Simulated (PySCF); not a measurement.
# The third ionisation energy along the 3d series

Calculated with PySCF 2.14 from differences of total energies of unrestricted determinants, without spin-orbit coupling. Values in eV. The last column holds reference values (NIST; (s) semi-empirical, (t) theoretical, else measured). Unmarked ones compare directly (S terms, centres of terms, or small fine structure); those marked * lie between the lowest fine-structure levels and include a spin-orbit shift.

| element | configurations | UHF | MP2 (valence) | SCS-MP2 (valence) | reference |
| --- | --- | --- | --- | --- | --- |
| Sc (def2-TZVP, non-relativistic) | [Ar] 3d1 → [Ar] | 23.926 | n/a | n/a | 24.757 * |
| Ti (def2-TZVP, non-relativistic) | [Ar] 3d2 → [Ar] 3d1 | 26.731 | 26.824 | 26.762 | 27.492 * |
| Mn (def2-TZVP, non-relativistic) | [Ar] 3d5 → [Ar] 3d4 | 32.631 | 33.335 | 32.866 | 33.668 ± 0.012 * |
| Zn (def2-TZVP, non-relativistic) | [Ar] 3d10 → [Ar] 3d9 | 37.379 | 39.969 | 39.651 | 39.723 * |

Fill in the row of Cu (def2-TZVP, non-relativistic) ([Ar] 3d9 → [Ar] 3d8).

UHF 34.323; MP2 (valence) 36.621; SCS-MP2 (valence) 36.398; reference 36.841 ± 0.012 * (eV).

"Valence" correlates the outer s and p shells and, in groups 3 to 12 and the f block, the outer d or f shell, open or full, or the next shell where the ion has no valence electron left; the wider scheme adds the next inner shell.
